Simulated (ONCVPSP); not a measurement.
Before and after: ONCV potential for lanthanum (La)

La, optimised norm-conserving Vanderbilt (ONCV), made with ONCVPSP 4.0.1 (PW91, scalar-relativistic). Core [Kr] 4d10, reference 5s2 5p6 5d2 6s1. Waves: 5s+6s: rc 3.00 bohr, ncon 4, nbas 7, qcut 3.3 1/bohr, 2 projectors; 5p: rc 2.65 bohr, ncon 5, nbas 9, qcut 4.9 1/bohr, 3 projectors, debl 2.4 Ha; 5d: rc 2.45 bohr, ncon 4, nbas 7, qcut 3.4 1/bohr, 3 projectors, debl 1.7 Ha; f scattering state at 0.17 Ha: rc 2.45 bohr, ncon 4, nbas 7, qcut 4.4 1/bohr, local. Local part: the f channel. Core correction: Teter function, fcfact 4.5, rcfact 1.15.

In the f channel the program set the typed energies aside and used -0.103 Ha.

Change: s: rc 3.8.

Cutoffs: the cutoffs (Ha) at which the residual kinetic energy of the hardest occupied pseudo-wave falls to 1 and 0.1 mHa per electron; they do not see the model core or the augmentation charge, which bear on the density cutoff. Errors are all-electron minus pseudo energies relative to the spin-unpolarised reference configuration.

Question: What does the change do?

Answer: The potential gets neither clearly harder nor softer (7.3 Ha and 10 Ha → 7.3 Ha and 10 Ha); both files keep a bound ghost (s); of the 4 tests that both files solve, the error grows in 1 and shrinks in 2 by more than 15 % and 0.3 meV (median size 3.8 → 3.5 meV).

| quantity | base | changed |
| --- | --- | --- |
| cutoff, loose | 7.3 Ha | 7.3 Ha |
| cutoff, tight | 10 Ha | 10 Ha |
| loose cutoff by channel | s 2.8 Ha, p 7.3 Ha, d 5.5 Ha | s 3.1 Ha, p 7.3 Ha, d 5.5 Ha |
| bound ghosts | s | s |
| GHOST(+) flags under 300 eV | p at 144.0 eV, p at 147.9 eV, d at 260.0 eV | p at 144.0 eV, p at 147.9 eV, d at 260.0 eV |
| error for 5s2 5p6 5d1 6s2, meV [ΔE -0.80 eV] | -6.2 | -5.6 |
| error for 5s2 5p6 5d1 6s1, meV [ΔE 5.21 eV] | -1.3 | -0.5 |
| error for 5s2 5p6 5d1 6s0, meV [ΔE 16.13 eV] | +0.4 | -1.3 |
| error for 5s2 5p6 5d0 6s2 6p1, meV [ΔE 1.52 eV] | -22 | -18 |
| p: phases at 2.69 bohr within 0.05 rad from the reference energy up to (Ha; the scan ends near 5) | to the end of the scan | to the end of the scan |
| d: phases at 2.49 bohr within 0.05 rad from the reference energy up to (Ha; the scan ends near 5) | to the end of the scan | to the end of the scan |
| f: phases at 2.49 bohr within 0.05 rad from the reference energy up to (Ha; the scan ends near 5) | -0.0 | -0.0 |
| rms error of d²Exc/dni dnj with the model core, mHa | 0.65 | 0.82 |

Base: The cutoffs count occupied waves only; projector 1 of the f channel, the hardest unoccupied one, needs 36 Ha at the loose tolerance. Changed file: The cutoffs count occupied waves only; projector 1 of the f channel, the hardest unoccupied one, needs 36 Ha at the loose tolerance. A true bound ghost makes a file unfit for plane-wave use even where its test errors are small: the radial tests pick states by their node count and pass the ghost by.
